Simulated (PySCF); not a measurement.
Job file and geometry (Å, from GFN2-xTB) of an NMR shielding run on SMILES C=C(C=O)[SiH2]CCC, C6H12OSi, GIAO PBE0/pcSseg-1 NMR shielding, non-relativistic, gas phase in PySCF 2.14.0, density-fitted response routines; density fitting, a coarse starting grid and PySCF grid level 2 are the driver's defaults:

```
$ OMP_NUM_THREADS=1 python probes_run.py task.json out

{"job": {"kind": "nmr", "xc": "PBE0", "basis": "pcSseg-1"}, "charge": 0, "multiplicity": 1}
C     -2.641594     0.812701     0.588253
C     -2.158835    -0.200018    -0.128689
C     -3.056530    -1.222251    -0.652938
O     -2.671409    -2.145611    -1.327074
Si    -0.352806    -0.549087    -0.598146
C      0.716626     0.852084     0.122857
C      2.164546     0.840871    -0.358988
C      2.913494    -0.416783     0.056440
H     -2.004556     1.583735     0.988057
H     -3.697373     0.909978     0.801714
H     -4.129617    -1.110001    -0.396939
H     -0.242234    -0.560245    -2.059194
H     -0.008182    -1.847598    -0.013015
H      0.712364     0.799503     1.213565
H      0.279870     1.817678    -0.142269
H      2.684661     1.713318     0.048005
H      2.182708     0.926297    -1.447141
H      3.961063    -0.348339    -0.228975
H      2.483459    -1.292210    -0.422218
H      2.859199    -0.553344     1.134265
```

Problem. Write the output of this run.

Solution. 
```
coarse grid: 16672 points
cycle   1  E = -599.8110801563  dE =  8.292e-01  |g| = 8.079e-01  |ddm| = 3.919e+00
cycle   2  E = -599.4145772795  dE =  3.965e-01  |g| = 1.612e+00  |ddm| = 2.757e+00
cycle   3  E = -599.9418960326  dE = -5.273e-01  |g| = 2.145e-01  |ddm| = 2.245e+00
cycle   4  E = -599.9522595248  dE = -1.036e-02  |g| = 6.587e-02  |ddm| = 2.572e-01
cycle   5  E = -599.9532714486  dE = -1.012e-03  |g| = 1.584e-02  |ddm| = 8.230e-02
cycle   6  E = -599.9533232474  dE = -5.180e-05  |g| = 7.301e-03  |ddm| = 1.960e-02
cycle   7  E = -599.9533359558  dE = -1.271e-05  |g| = 2.069e-03  |ddm| = 7.213e-03
cycle   8  E = -599.9533368376  dE = -8.818e-07  |g| = 6.199e-04  |ddm| = 2.446e-03
final grid: 154848 points
cycle   9  E = -600.0119513819  dE = -2.547e-05  |g| = 1.280e-02  |ddm| = 2.730e-02
cycle  10  E = -600.0118725381  dE =  7.884e-05  |g| = 2.364e-02  |ddm| = 2.969e-02
cycle  11  E = -600.0119846932  dE = -1.122e-04  |g| = 3.208e-03  |ddm| = 2.237e-02
cycle  12  E = -600.0119869073  dE = -2.214e-06  |g| = 2.729e-04  |ddm| = 2.940e-03
cycle  13  E = -600.0119869242  dE = -1.682e-08  |g| = 9.734e-05  |ddm| = 4.240e-04
cycle  14  E = -600.0119869264  dE = -2.279e-09  |g| = 2.530e-05  |ddm| = 1.041e-04
cycle  15  E = -600.0119869266  dE = -1.578e-10  |g| = 6.647e-06  |ddm| = 3.194e-05
converged SCF energy = -600.0119869266

GIAO shielding tensors (ppm)
atom      isotropic    diamagn.    paramagn.     s11        s22        s33       span
  0 C       33.299     254.475    -221.176    -95.733     27.503    168.126    263.859
  1 C       29.100     265.099    -236.000    -67.277      4.043    150.533    217.810
  2 C      -15.591     242.798    -258.389    -98.040    -28.623     79.890    177.930
  3 O     -357.622     401.936    -759.558   -991.602   -422.011    340.748   1332.349
  4 Si     401.453     884.157    -482.705    366.711    397.723    439.924     73.213
  5 C      173.962     257.088     -83.126    159.543    172.004    190.339     30.796
  6 C      163.997     246.266     -82.269    158.308    163.169    170.515     12.208
  7 C      168.353     248.127     -79.774    156.636    164.852    183.572     26.936
  8 H       24.751      34.065      -9.314     20.050     23.793     30.409     10.359
  9 H       24.830      29.712      -4.882     21.412     25.248     27.831      6.419
 10 H       21.851      25.619      -3.767     20.715     20.797     24.042      3.327
 11 H       27.324      31.901      -4.577     23.646     26.461     31.865      8.219
 12 H       27.056      32.294      -5.239     22.851     27.251     31.065      8.214
 13 H       31.029      35.605      -4.577     26.405     30.431     36.250      9.845
 14 H       30.591      35.173      -4.582     24.776     29.779     37.217     12.441
 15 H       29.751      30.046      -0.295     23.903     28.665     36.686     12.783
 16 H       30.235      31.265      -1.030     26.075     28.874     35.755      9.680
 17 H       30.414      27.542       2.871     25.939     27.407     37.895     11.956
 18 H       30.597      31.051      -0.454     25.626     30.488     35.677     10.051
 19 H       30.932      30.590       0.341     27.186     29.163     36.446      9.261
```

Problem. Turn these shieldings into chemical shifts. Referencing at the same level of theory: 13C (σ = 186.93 ppm) and 29Si (σ = 349.16 ppm) and 1H (σ = 31.72 ppm) against TMS; 17O (σ = 336.08 ppm) vs H2O.

Solution. Averaging equivalent atoms: C 2: 202.5; C 1: 157.8; C 0: 153.6; C 6: 22.9; C 7: 18.6; C 5: 13.0; O 3: 693.7; Si 4: -52.3; H 10: 9.87; H 8: 6.97; H 9: 6.89; H 11/12: 4.53; H 15/16: 1.72; H 17/18/19: 1.07; H 13/14: 0.91 ppm. Unscaled 17O shifts of doubly bonded oxygen tend to come out too high, by tens of ppm or more. Experimental scales use liquid or dissolved standards, which lie at an offset from isolated H2O (liquid H2O: subtract about 36 ppm).

Size and cost of the density-fitted run: 203 basis functions, 38 s wall time on 1 thread of an Intel Xeon Platinum 8488C, shared host; peak memory 0.91 GiB.
